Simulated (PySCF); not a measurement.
A side-by-side comparison of computed properties.

First species: H9N3Si3.
SMILES: `N1[SiH2]N[SiH2]N[SiH2]1`

Second species: CdMe(OMe), C2H6CdO (singlet state).
Z-matrix (Å and degrees, PBE0-D3(BJ)/def2-SVP geometry), rows numbered from 1:
```
Cd
C   1  2.0878
H   2  1.0997  1  110.08
H   2  1.0995  1  110.27  3  -119.94
H   2  1.0998  1  110.26  3   119.82
O   1  1.9746  2  175.58  3  -150.55
C   6  1.3850  1  126.35  3    38.21
H   7  1.1119  6  114.11  1   -59.93
H   7  1.1078  6  109.67  1  -178.66
H   7  1.1118  6  114.02  1    62.61
```

Levels: B3LYP/def2-SVPD for dipole moment, HOMO energy, LUMO energy, HOMO–LUMO gap and static isotropic polarisability; TDDFT B3LYP/def2-SVPD for lowest singlet excitation; TDA B3LYP/def2-SVPD for lowest triplet excitation (Tamm–Dancoff); ΔSCF B3LYP/def2-SVPD for vertical ionisation energy; PBE0-D3(BJ)/def2-SVP for rotational constant A and rotational constant C. Geometries: PBE0-D3(BJ)/def2-SVP. Each species is one conformer at its optimised geometry, gas phase (atoms past krypton carry core potentials, spin–orbit coupling is left out); the electronic structure was computed with PySCF and density fitting.

```json
{"property": "dipole moment", "column X": "0.73 D", "column Y": "2.17 D"}
{"property": "HOMO energy", "column X": "-7.00 eV", "column Y": "-6.60 eV"}
{"property": "LUMO energy", "column X": "-0.05 eV", "column Y": "-0.89 eV"}
{"property": "HOMO–LUMO gap", "column X": "6.95 eV", "column Y": "5.71 eV"}
{"property": "lowest singlet excitation", "column X": "6.05 eV", "column Y": "4.60 eV"}
{"property": "lowest triplet excitation (Tamm–Dancoff)", "column X": "5.90 eV", "column Y": "4.33 eV"}
{"property": "static isotropic polarisability", "column X": "96.4 au", "column Y": "64.1 au"}
{"property": "vertical ionisation energy", "column X": "8.93 eV", "column Y": "9.02 eV"}
{"property": "rotational constant A", "column X": "2.344 GHz", "column Y": "35.162 GHz"}
{"property": "rotational constant C", "column X": "1.197 GHz", "column Y": "1.891 GHz"}
```

Task: Which column belongs to which species?

Result: Column X is the first species and column Y the second. The first has 15 atoms and 72 electrons, the second 10 and 74.

Task: How does each property change from the first species to the second?

Result: dipole moment +1.44 D; HOMO energy +0.40 eV; LUMO energy -0.84 eV; HOMO–LUMO gap -1.24 eV; lowest singlet excitation -1.45 eV; lowest triplet excitation (Tamm–Dancoff) -1.57 eV; static isotropic polarisability -32.3 au; vertical ionisation energy +0.09 eV; rotational constant A +32.818 GHz; rotational constant C +0.694 GHz.

On the first: The polarisability is 14.29 Å³ as a volume (1 au = 0.148185 Å³), or 1.34 au for each of the 72 electrons. S1 lies 0.90 eV below the HOMO–LUMO gap; its leading configuration is HOMO→LUMO, weight 0.98.

On the second: The 10 singlets span 4.60 to 7.08 eV, and their oscillator strengths add up to 0.58. The principal polarisabilities are 49.9, 51.1 and 91.2 au; their mean is the isotropic value. Atoms past krypton carry effective core potentials; spin–orbit coupling is left out.
